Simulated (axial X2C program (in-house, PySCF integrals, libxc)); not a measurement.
**ReI: properties at the nuclei**

Computed with an in-house all-electron X2C program for linear molecules (integrals from PySCF): two-component X2C with atomic mean-field Coulomb and Gaunt terms, Gaussian nuclei, basis Re dyall-cv3z, I dyall-cv3z with contracted cores.

R = 2.694 Å (near the PBE0 minimum at charge 0 of the determinant lowest at the starting distance; the state shown can have its own minimum elsewhere).

Input and command:
```json
{"zs": [75, 53], "q": 0, "bas": ["dyall-cv3z", "dyall-cv3z"], "r0": 2.64, "levels": ["PBE0", "HF", "r2SCAN", "LDA", "BP86"], "nst": 2}
```
```bash
python soeom.py task.json out
```

Keys: zs atomic numbers; q charge; bas basis sets; r0 starting distance in Å; levels methods; nst determinants followed.

Determinant lowest in the PBE0 search, Ω = 3 (⟨Sz⟩ = 2.93, ⟨Lz⟩ = 0.07 at PBE0), spin on the atoms Re 2.79, I 0.13:

```
 level  Eeff magnitude (GV/cm)  Ws magnitude Re (kHz)  A∥/gI Re (MHz)  qzz Re (a.u.)  A∥/gI I (MHz)  qzz I (a.u.)  μ (D)
  PBE0                    58.2                   19.9            2320          -6.24             51          2.92  -2.26
    HF                    64.5                   22.6            1760          -7.69           35.5          2.56  -2.94
r2SCAN                    57.3                   19.2            2620          -6.36           72.4          2.52  -2.15
   LDA                    51.6                   17.9            2460          -5.57           40.1          2.80  -1.56
  BP86                    51.7                   17.7            2440          -5.79           45.9          2.63  -1.69
```

Eeff is the effective electric field on the electron electric dipole moment in this Ω state and Ws the scalar–pseudoscalar constant of the nucleus named (defined with the proton number Z and per Ω); A∥ (defined per Ω) follows by multiplying with gI = μI/(I μN); qzz is the electric field gradient, eQq0 = 234.96 MHz × Q/barn × qzz; μ is positive if the I end (last atom) is positive. The operators were transformed with the bare-nucleus X2C matrices; with these basis sets, hyperfine constants and field gradients can be off by tens of per cent, and where levels differ in sign neither size nor sign is settled.

Problem. With gI(187Re) = 1.2879, Q(187Re) = 2.07 barn, Q(127I) = -0.68822 barn (g factors from the IAEA table of nuclear moments by Stone; Q from Pyykkö, Mol. Phys. 2018), turn the PBE0 values of the first state into constants in MHz.

Solution. A∥(187Re) = 2320 × 1.2879 = 2990 MHz; eQq0(187Re) = 234.96 × (2.07) × (-6.24) = -3030 MHz; eQq0(127I) = 234.96 × (-0.68822) × (2.92) = -472 MHz.

Each state is one determinant with collinear spin, which with several unpaired electrons need not be a pure state. Unrestricted Hartree–Fock can overshoot spin polarisation at the nuclei. This is the top spin component of a Σ state; components of lower Ω are not single determinants and can lie lower. With several open shells hyperfine constants can be off by a factor of several. Open-shell Ω = 0 determinants with evenly filled partner blocks cannot be reached by this program, so the Ω shown need not be the lowest component. The search compared states at one distance, so a state with another bond length can lie lower. Further determinants of the search, some of them spin-mixed, are not shown. Where a field gradient or hyperfine factor spreads by more than a factor of two over the levels, a constant derived from it is not to be relied on.
